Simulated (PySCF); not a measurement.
From one molecule to another.

First species: C8H6FN.
SMILES with atom numbers: `[N:1]#[C:2][CH2:3][c:4]1[cH:5][cH:6][cH:7][cH:8][c:9]1[F:10]` (hydrogens: H11, H12 on C3; H13 on C5; H14 on C6; H15 on C7; H16 on C8)

Structure used (GFN2-xTB), in Å, numbered top down from 1:
```
atom  x, y, z in Å
N1     3.178   -0.050   -1.854
C2     2.651    0.043   -0.844
C3     1.970    0.157    0.422
C4     0.478    0.039    0.228
C5    -0.075   -1.044   -0.445
C6    -1.442   -1.144   -0.624
C7    -2.285   -0.160   -0.134
C8    -1.758    0.927    0.540
C9    -0.389    1.011    0.709
F10    0.118    2.077    1.369
H11    2.225    1.120    0.872
H12    2.331   -0.642    1.079
H13    0.581   -1.807   -0.837
H14   -1.851   -1.992   -1.151
H15   -3.352   -0.237   -0.275
H16   -2.387    1.711    0.933
```

Second species: C5H6F3N.
SMILES with atom numbers: `[H]/[N:4]=[CH:3]/[C:2](=[CH2:1])[CH2:5][C:6]([F:7])([F:8])[F:9]` (hydrogens: H10, H11 on C1; H12 on C3; H13 on N4; H14, H15 on C5)

Levels: PBE0/pcSseg-1 for dipole moment, HOMO energy, LUMO energy and HOMO–LUMO gap; GFN2-xTB for rotational constant A and rotational constant C. Geometries: GFN2-xTB. Each species is one conformer at its optimised geometry, gas phase, non-relativistic unless stated; the electronic structure was computed with PySCF and density fitting.

Dipoles, sizes and rotational constants follow the conformer. The torsions of the flexible species, by atom-mapped SMILES:
- `[N:1]#[C:2][CH2:3][c:4]1[cH:5][cH:6][cH:7][cH:8][c:9]1[F:10]`: C2–C3–C4–C5 53°
- `[H]/[N:4]=[CH:3]/[C:2](=[CH2:1])[CH2:5][C:6]([F:7])([F:8])[F:9]`: C1–C2–C3–N4 174°, C1–C2–C5–C6 77°, C2–C5–C6–F7 56°

```tsv
property	column X	column Y
dipole moment	3.33 D	3.84 D
HOMO energy	-7.86 eV	-7.65 eV
LUMO energy	-1.53 eV	-0.97 eV
HOMO–LUMO gap	6.33 eV	6.68 eV
rotational constant A	2.572 GHz	2.220 GHz
rotational constant C	1.000 GHz	0.772 GHz
```

(1) Which column belongs to which species?

(2) How does each property change from the first species to the second?

Results:

(1) Column X is the second species and column Y the first. The first has 16 atoms and 70 electrons, the second 15 and 70.

(2) dipole moment -0.51 D; HOMO energy -0.21 eV; LUMO energy -0.56 eV; HOMO–LUMO gap -0.35 eV; rotational constant A +0.352 GHz; rotational constant C +0.228 GHz.

On the first: The dipole equals about 12.8 × 10⁻³⁰ C·m (1 D = 3.33564 × 10⁻³⁰ C·m).

On the second: In atomic units the dipole is 1.31 e·bohr (1 au = 2.5417 D).
